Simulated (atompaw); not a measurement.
# magnesium PAW (atompaw): all-electron and pseudo phase curves

- Element: Mg (Z = 12)
- Generator: atompaw 4.2.0.5
- Type: PAW
- Functional: PBEsol
- Relativity: scalar-relativistic
- Frozen core: [He]
- Valence charge: 10
- Reference configuration: 2s2 2p6 3s0 3p0 (charge +2)
- Partial waves: 2s (bound): rc 1.05 bohr; 3s (bound, empty): rc 1.45 bohr; 2p (bound): rc 0.90 bohr; 3p (bound, empty): rc 1.45 bohr
- Local potential: bessel scheme, radius 0.95 bohr
- Core correction: smooth core density matched at 0.75 bohr
- Augmentation charge: sinc compensation charge, radius 1.05 bohr; PAW radius 1.45 bohr; waves and projectors: custom polynom2 7 10 vanderbiltortho

The phase is arctan(r·u′/u) with u = r·R(r), unwrapped; energies in Ry, scanned from -9 to 5 Ry. A pole is an energy at which the radial function vanishes at the test radius. The pseudo phase is shifted by a multiple of π to meet the all-electron one at the reference energy, and phase errors are pseudo minus all-electron; the curves can meet again beyond the range given. Levels narrower than the energy grid can be missing from the lists of poles.

**Question.** For each channel, where are the poles, and over which energies does the pseudopotential scatter like the atom?

**Answer.**

| channel | radius (bohr) | reference energy (Ry) | poles, all-electron | poles, pseudo | unbroken range about the reference energy with phases within 0.05 rad | phase error 1 Ry above the reference energy (rad) |
| --- | --- | --- | --- | --- | --- | --- |
| s | 1.45 | -1.33 | -6.85 | -6.85 | below 1.8 | +0.002 |
| p | 1.45 | -0.93 | -4.38 | -4.38 | below 1.5 | -0.002 |

A Bessel basis up to 400 Ry misses an occupied level by 0.32 Ry, so cutoffs and ghosts were not judged.

Phases in the p channel:

```
E (Ry)  all-electron  pseudo
 -9.00         1.284   1.280
 -8.52         1.269   1.264
 -8.04         1.249   1.245
 -7.56         1.224   1.219
 -7.08         1.189   1.184
 -6.60         1.134   1.129
 -6.12         1.032   1.026
 -5.64         0.756   0.749
 -5.16        -0.476  -0.479
 -4.68        -1.410  -1.411
 -4.20        -1.628  -1.629
 -3.72        -1.722  -1.724
 -3.24        -1.782  -1.783
 -2.76        -1.829  -1.830
 -2.28        -1.871  -1.872
 -1.80        -1.913  -1.914
 -1.32        -1.959  -1.960
 -0.84        -2.013  -2.013
 -0.36        -2.077  -2.078
  0.12        -2.160  -2.162
  0.60        -2.269  -2.278
  1.08        -2.421  -2.444
  1.56        -2.637  -2.693
  2.04        -2.935  -3.051
  2.52        -3.296  -3.475
  3.00        -3.643  -3.845
  3.48        -3.916  -4.107
  3.96        -4.109  -4.283
  4.44        -4.245  -4.404
  4.92        -4.343  -4.493
```
